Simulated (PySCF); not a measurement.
Compound: HCF2CF2OMe, C₃H₄F₄O.
SMILES with atom numbers: `[CH3:1][O:2][C:3]([F:4])([F:5])[CH:6]([F:7])[F:8]` (hydrogens: H9, H10, H11 on C1; H12 on C6)

All values: wB97X-D/pcSseg-2 (PySCF, non-relativistic), on one gas-phase PBE0-D3(BJ)/def2-TZVP geometry that isn't relaxed in the solvent. The solvent is an IEF-PCM continuum (cavity from Bondi-type radii × 1.2). The model holds no explicit solvent molecules, cavitation or dispersion.

Gas phase at wB97X-D/pcSseg-2: HOMO -11.38 eV, LUMO 2.36 eV, dipole 2.78 D.

Task: What does the continuum do to the energy, the frontier levels and the dipole at wB97X-D/pcSseg-2 in chloroform?

Result: 
```json
{"solvent": "chloroform", "ε": "4.711", "E(solvent) − E(gas) (kJ/mol)": "-13.91", "polarisation term (kJ/mol)": "-15.24", "distortion of the solute (kJ/mol)": "1.33", "HOMO (eV)": "-11.21", "LUMO (eV)": "2.67", "dipole (D)": "3.17"}
```

Polarisation term: ½ Σ q·V over the induced surface charges. Distortion: the rise of the solute's own energy as its density leaves the gas-phase optimum.

Task: Which radius a makes the point-dipole formula ΔE = −[(ε − 1)/(2ε + 1)]·μ²/a³ give the value in chloroform, with the gas-phase dipole?

Result: μ = 1.094 au and |ΔE| = 0.00530 Eh give a = 2.29 Å; the farthest nucleus lies 2.79 Å from the centroid of the nuclei, so such a sphere wouldn't even hold the nuclei. The formula assumes a rigid point dipole at the centre of a sphere.

Hardware: an AMD EPYC 9R45 with one thread, shared host with 96 logical CPUs at a one-minute load of 40. Cost: 43 s wall, 1.6 GiB resident at most. This is the whole shielding run at wB97X-D/pcSseg-2 in chloroform, SCF included.

Conformer computed: `[CH3:1][O:2][C:3]([F:4])([F:5])[CH:6]([F:7])[F:8]`: C1–O2–C3–F4 56°, O2–C3–C6–F7 -63°.

Note: wB97X-D ran without an empirical dispersion term, which enters the total energy and its gradient alone.
